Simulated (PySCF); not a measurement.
C₂H₆NO, SMILES CC(N)=[OH+], charge +1. Atoms are numbered in the order given.

```xyz
10

C     -0.3816    -1.3722     0.0000
C      0.0153     0.0605     0.0000
N     -0.8572     1.0308     0.0000
O      1.2636     0.4208     0.0000
H      0.0389    -1.8665     0.8919
H     -1.4710    -1.5003     0.0000
H      0.0389    -1.8665    -0.8919
H     -0.5482     2.0045     0.0000
H     -1.8566     0.8426     0.0000
H      1.8881    -0.3256     0.0000
```
Charge +1, spin multiplicity 1.

Coordinates come from a B3LYP-D3(BJ)/def2-SVP optimisation. The isomer is the one that the SMILES or the coordinates give; other isomers of the formula were not compared. The values are those of a single conformer.

All values below come from PySCF with PBE0/def2-TZVP.

The molecule is in vacuum.

Problem. Estimate the frontier levels, gap, dipole moment and polarisability. (An estimate is asked for; the answer gives what the named calculation found.)

Solution. 
The highest occupied level is -15.21 eV, the lowest empty level is -6.44 eV and the orbital gap comes out as 8.77 eV. The dipole moment about the centre of nuclear charge is 1.13 D, the mean static polarisability is 32.6 bohr³ (4.84 Å³) and the polarisability, principal values is 23.5, 34.0, 40.5 bohr³.
